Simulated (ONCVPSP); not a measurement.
# Configuration tests for germanium (ONCV)

ONCVPSP 4.0.1 input, shortened (lines: element, Z, core and valence counts, functional; n l f; lmax; l rc ep ncon nbas qcut; lloc lpopt rc5 dvloc0; l nproj debl; icmod fcfact rcfact), PW91, fully relativistic:

```
  Ge 32.00    3    5  -109134      upf
    1    0    2.00
    2    0    2.00
    2    1    6.00
    3    0    2.00
    3    1    6.00
    3    2   10.00
    4    0    1.50
    4    1    2.50
    2
    0    1.05    0.00    5    8   15.20
    1    1.25    0.00    5    8   12.50
    2    0.65    0.00    3    7   15.40
    4    3    0.40   -1.00
    0    2    0.40
    1    2    2.90
    2    2    2.50
    3    5.50    1.80
```

Open shells are filled in proportion to 2j + 1.

Energies are relative to the spin-unpolarised reference configuration 3s2 3p6 3d10 4s1.5 4p2.5; without spin polarisation the order of configurations can differ from experiment.

```
valence configuration  charge  ΔE all-electron (eV)  error AE − PS (meV)
 3s2 3p6 3d10 4s2 4p2       0                -3.965                 -0.1
 3s2 3p6 3d10 4s2 4p0      +2                19.067                 +1.3
```

(1) What are ΔE and the potential's error for 3s2 3p6 3d10 4s0 4p4?

(2) What are ΔE and the potential's error for 3s2 3p6 3d10 4s2 4p1?

Levels in the configuration 3s2 3p6 3d10 4s2 4p1:

```
   level  all-electron (eV)  pseudo (eV)
3s j=1/2           -177.476     -177.474
3p j=3/2           -123.291     -123.288
3p j=1/2           -127.574     -127.569
3d j=5/2            -38.182      -38.207
3d j=3/2            -38.769      -38.780
4s j=1/2            -19.954      -19.953
4p j=3/2            -11.233      -11.232
4p j=1/2            -11.479      -11.478
```

## Answers

(1) ΔE = 12.281 eV all-electron; the error (AE − PS) is +0.3 meV.

(2) ΔE = 3.539 eV all-electron; the error (AE − PS) is +0.4 meV.
